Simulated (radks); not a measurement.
All-electron atom: Co+ in [Ar] 3d8 (the NIST ground configuration). All-electron calculation, Dirac Kohn-Sham, BLYP, spin-unpolarised, spherical densities, finite nucleus; open shells fill j = l - 1/2 first; Fermi nuclear charge, rms radius 3.7875 fm. Program: a radial shooting solver on a logarithmic mesh with Libxc functionals.

Normalised radial functions P(r) = r R(r) (large component), r in bohr:

```
   r/bohr * 2p3/2, o 3p1/2, + 3d3/2 (the largest magnitude, 2.04, reaches the edge; | marks zero, & curves that meet)
 0.006428                             &
 0.008237                             &
  0.01056                             &*
  0.01353                             &*
  0.01733                             +o*
  0.02221                             +o *
  0.02846                             + o *
  0.03648                             + o   *
  0.04674                             +   o    *
   0.0599                             +    o       *
  0.07676                             |+    o          *
  0.09836                             |+      o            *
    0.126                             | +     o                *
   0.1615                             |  +    o                  *
    0.207                             |   + o                   *
   0.2652                             |o    +                *
   0.3399                        o    |       +       *
   0.4356                  o          |         &
   0.5582              o              |    *      +
   0.7153             o               | *         +
   0.9166                o            *          +
    1.175                    o        *         +
    1.505                        o    *       +
    1.929                           o *     +
    2.472                            o*   +
    3.167                             & +
    4.059                             &+
```

2p3/2: eigenvalue -767.78 eV, 0 radial nodes, <r> = 0.226 bohr, 90 % of the charge inside 0.370 bohr. 3p1/2: eigenvalue -70.173 eV, 1 radial node at r = 0.282 bohr, <r> = 0.817 bohr, 90 % of the charge inside 1.27 bohr. 3d3/2: eigenvalue -12.388 eV, 0 radial nodes, <r> = 1.14 bohr, 90 % of the charge inside 2.05 bohr.
